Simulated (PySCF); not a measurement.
A structure optimised at B3LYP-D3(BJ)/def2-SVP, used in a PySCF frequency run:

```xyz
13

C      0.2590    -2.5335     0.0000
C     -0.3951    -1.3603     0.0000
C      0.2469    -0.0536     0.0000
C     -0.4170     1.1168     0.0000
C      0.2159     2.4723     0.0000
H      1.3529    -2.5743     0.0000
H     -0.2744    -3.4870     0.0000
H     -1.4922    -1.3601     0.0000
H      1.3446    -0.0451     0.0000
H     -1.5148     1.0894     0.0000
H     -0.0944     3.0585    -0.8834
H      1.3148     2.4095     0.0000
H     -0.0944     3.0585     0.8834
```

Task: Write its SMILES, formula and point group.

Result: C=C/C=C/C, C₅H₈, Cs

Task: What are its rotational constants (standard atomic weights)?

Result: 28.568, 2.1418, 2.0174 GHz
